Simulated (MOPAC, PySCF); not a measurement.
C$_{3}$H$_{2}$O, SMILES `C#CC=O`, neutral singlet in the gas phase. 

Cartesian coordinates (Å):
```xyz
6

C      1.4718    -0.3434     0.5183
C      0.3165    -0.0504     0.2859
C     -1.0640     0.2481    -0.0162
O     -1.6193     1.2868     0.2959
H      2.4946    -0.5808     0.7344
H     -1.5996    -0.5604    -0.5697
```
Charge 0, multiplicity 1.

All levels are single points at this geometry (PBE-D3(BJ)/def2-TZVP); Pople sets use spherical d functions. Orbital energies aren't observables, and empty levels follow the basis.

```tsv
level	HOMO (eV)	LUMO (eV)	gap (eV)	dipole (D)	vertical IE, Delta-SCF (eV)
PBE-D3(BJ)/def2-TZVP in PySCF	-6.47	-3.31	3.16	2.88	–
B3LYP/3-21G in PySCF	-7.40	-1.94	5.46	2.69	–
B3LYP/6-31G* in PySCF	-7.55	-2.06	5.49	2.91	10.38
BP86/6-31G* in PySCF	-6.19	-2.98	3.21	2.80	–
M06-2X/6-31G* in PySCF	-9.64	-0.85	8.78	2.92	–
PBE/6-31G* in PySCF	-6.06	-2.88	3.18	2.77	–
HF/3-21G in PySCF	-11.44	2.30	13.74	3.18	–
AM1 in MOPAC	-11.21	0.01	11.23	2.74	–
PM6 in MOPAC	-10.61	-0.56	10.05	3.28	–
```
